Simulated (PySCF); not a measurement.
## `C[Si@H]([AsH2])C1=COC1`, C₄H₉AsOSi

Geometry:
```csv
atom,x (Å),y (Å),z (Å)
C1,-1.513,-1.594,-0.117
Si2,-0.967,-0.018,0.808
As3,-2.250,1.812,0.101
C4,0.857,0.217,0.478
C5,1.735,1.233,0.455
O6,2.850,0.521,0.088
C7,2.021,-0.660,0.069
H8,-2.578,-1.767,0.021
H9,-0.987,-2.473,0.241
H10,-1.330,-1.509,-1.185
H11,-1.149,-0.252,2.258
H12,-1.493,1.918,-1.190
H13,-1.290,2.778,0.725
H14,1.756,2.293,0.632
H15,2.357,-1.394,0.799
H16,1.976,-1.097,-0.927
```

Theory: PySCF, GIAO PBE/pcSseg-1 magnetisability, rotational g tensor and spin-rotation constants, non-relativistic, gas phase. Geometry: GFN2-xTB.

The calculation is non-relativistic, which matters for the atoms heavier than Zn.

Question: What are the magnetisability and the molar susceptibility?

Answer: Isotropic -1511 × 10⁻³⁰ J/T², or -91.0 × 10⁻⁶ cm³/mol; principal values -1545, -1522, -1467 × 10⁻³⁰ J/T², anisotropy 70 × 10⁻³⁰ J/T² (root of half the summed squared differences of the principal values). The susceptibility is in cgs units.

Question: Split it along the inertial axes a, b, c into diamagnetic and paramagnetic parts about the centre of mass, with the quadrupole moment.

Answer: 
| axis | χ (10⁻⁶ cm³/mol) | diamagnetic (10⁻⁶ cm³/mol) | paramagnetic (10⁻⁶ cm³/mol) | summed x² of all electrons (Å²) | quadrupole Θ (D Å) |
| --- | --- | --- | --- | --- | --- |
| a | -89.6 | -641.2 | 551.7 | 345.3 | -7.74 |
| b | -90.7 | -1594.0 | 1503.2 | 120.7 | +7.05 |
| c | -92.8 | -1977.2 | 1884.4 | 30.4 | +0.69 |

Anisotropies 2χaa − χbb − χcc = +4.4 and 2χbb − χaa − χcc = +0.9 × 10⁻⁶ cm³/mol. Θ is traceless in Buckingham's convention.

Question: And the rotational g tensor?

Answer: 
| axis | rotational constant (GHz) | g | nuclear part | electronic part |
| --- | --- | --- | --- | --- |
| a | 2.4473 | -0.0229 | 0.6114 | -0.6343 |
| b | 0.7361 | -0.0095 | 0.5104 | -0.5199 |
| c | 0.5979 | -0.0061 | 0.5232 | -0.5293 |

Asymmetric top; isotopes 75As, 12C, 1H, 16O, 28Si; no vibrational averaging.
